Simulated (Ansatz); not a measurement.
Born–Oppenheimer molecular dynamics of ClFGeH2O (6 atoms, charge 0, multiplicity 1). It starts from a relaxed structure.

Theory: Ansatz, RKS PBE0-D4/def2-SVP.

```
ensemble        : NVT, Langevin thermostat
time step       : 0.5 fs
steps asked     : 250
set temperature : 200 K
friction        : 0.02 /fs
seed            : 324594
```

First frame:

```xyz
6
Properties=species:S:1:pos:R:3
Ge -0.126 -0.178 -0.097
F -0.195 -0.061 1.628
Cl 1.877 0.368 -0.612
O -1.265 0.962 -0.773
H -1.057 1.885 -0.583
H -0.496 -1.583 -0.540
```

(1) What does the run give?

(2) What happens to the structure?

(3) How do temperature and energy run in time?

Results:

(1) The run went to its last step.

- steps done: 250
- time covered: 125 fs
- mean temperature over the second half: 136 K
- spread of the potential energy over the second half: 2.3 meV per atom
- mean potential energy of the second half above the start: 10.0 meV per atom

The mean temperature of the second half is 32 % below the set value. A run of 0.12 ps of so small a system gives no equilibrium averages.

(2) The same pairs are bonded in the first frame and the last. Pairs count as bonded within 1.25 times the sum of covalent radii (0.12 Å more for H–H). The details hang on the random start.

(3) 
```json
{"time (fs)": "0", "T (K)": "167", "potential energy less start (eV)": "0.000"}
{"time (fs)": "6", "T (K)": "98", "potential energy less start (eV)": "0.017"}
{"time (fs)": "12", "T (K)": "165", "potential energy less start (eV)": "0.028"}
{"time (fs)": "18", "T (K)": "81", "potential energy less start (eV)": "0.069"}
{"time (fs)": "24", "T (K)": "83", "potential energy less start (eV)": "0.076"}
{"time (fs)": "30", "T (K)": "96", "potential energy less start (eV)": "0.061"}
{"time (fs)": "36", "T (K)": "96", "potential energy less start (eV)": "0.057"}
{"time (fs)": "42", "T (K)": "55", "potential energy less start (eV)": "0.058"}
{"time (fs)": "48", "T (K)": "119", "potential energy less start (eV)": "0.057"}
{"time (fs)": "54", "T (K)": "115", "potential energy less start (eV)": "0.077"}
{"time (fs)": "60", "T (K)": "80", "potential energy less start (eV)": "0.091"}
{"time (fs)": "66", "T (K)": "101", "potential energy less start (eV)": "0.063"}
{"time (fs)": "72", "T (K)": "133", "potential energy less start (eV)": "0.039"}
{"time (fs)": "78", "T (K)": "113", "potential energy less start (eV)": "0.062"}
{"time (fs)": "84", "T (K)": "82", "potential energy less start (eV)": "0.075"}
{"time (fs)": "90", "T (K)": "104", "potential energy less start (eV)": "0.053"}
{"time (fs)": "96", "T (K)": "106", "potential energy less start (eV)": "0.032"}
{"time (fs)": "102", "T (K)": "138", "potential energy less start (eV)": "0.055"}
{"time (fs)": "108", "T (K)": "136", "potential energy less start (eV)": "0.084"}
{"time (fs)": "114", "T (K)": "199", "potential energy less start (eV)": "0.058"}
{"time (fs)": "120", "T (K)": "167", "potential energy less start (eV)": "0.065"}
```

The run took 7.3 min on 2 threads of Arm Neoverse V2, on a shared host, peak memory 0.18 GiB.
